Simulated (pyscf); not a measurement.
# Hydrogen shift: `[O]=[Si][OH]` [doublet] → `[O][SiH]=[O]` [doublet]

Gas phase, doublet surface, charge 0. Bonds broken: O3–H4. Bonds formed: Si1–H4. Single points on ωB97X-D3(BJ)/def2-SVP structures (PySCF, gas phase). Correlated levels are frozen-core, on RHF or UHF. ΔMP2 is the change of the MP2 total energy from the triple- to the quadruple-zeta basis.

Transition state (Å):

```xyz
4

Si     0.5249     0.5641    -0.4488
O      1.5596     0.9377    -1.4953
O      0.0577     0.3457     1.0712
H     -0.9180     0.0886     0.0269
```

One imaginary mode, 1391i cm⁻¹; descent along it reached the two sides named.

```
bond    change  reactant side (Å)  saddle  product side
------  ------  -----------------  ------  ------------
O3–H4   breaks              0.965   1.452         2.466
Si1–H4   forms              2.291   1.592         1.479
```

Electronic energies relative to the reactant's lowest minimum found (kcal/mol):

```csv
level,barrier,reaction energy,reverse barrier
ωB97X-D3(BJ)/def2-TZVP,47.3,+33.1,14.2
PBE/def2-TZVP,41.6,+34.8,6.8
r²SCAN/def2-TZVP,44.0,+34.2,9.8
B3LYP-D3(BJ)/def2-TZVP,46.6,+33.8,12.8
PBE0-D3(BJ)/def2-TZVP,46.8,+35.7,11.1
M06-2X/def2-TZVP,52.5,+38.5,14.0
ωB97M-D3(BJ)/def2-TZVP,47.8,+34.8,13.0
HF/def2-TZVP,57.4,+18.1,39.3
MP2/def2-QZVPP,56.0,+44.1,11.9
CCSD/def2-TZVPP,50.3,+34.0,16.4
CCSD(T)/def2-TZVPP,48.5,+35.9,12.6
CCSD(T)/def2-TZVPP + ΔMP2(QZVPP),48.9,+37.0,11.9
```

With CCSD(T)/def2-TZVPP + ΔMP2(QZVPP) energies and thermal terms (ideal gas, 1 atm, RRHO with modes under 100 cm⁻¹ raised to 100, one conformer, R ln 2 for chiral ones without a mode under 150 cm⁻¹), in kcal/mol:

| T (K) | ΔH‡ | ΔG‡ | ΔH | ΔG |
|---|---|---|---|---|
| 298 | 45.2 | 45.6 | +35.1 | +35.2 |
| 600 | 44.9 | 46.0 | +35.0 | +35.3 |
| 900 | 44.5 | 46.6 | +35.1 | +35.4 |
| 1200 | 44.2 | 47.3 | +35.3 | +35.5 |

One saddle was located; it need not be the lowest between these sides. The CCSD(T) − MP2 part came from Ansatz, without density fitting, on the same reference.
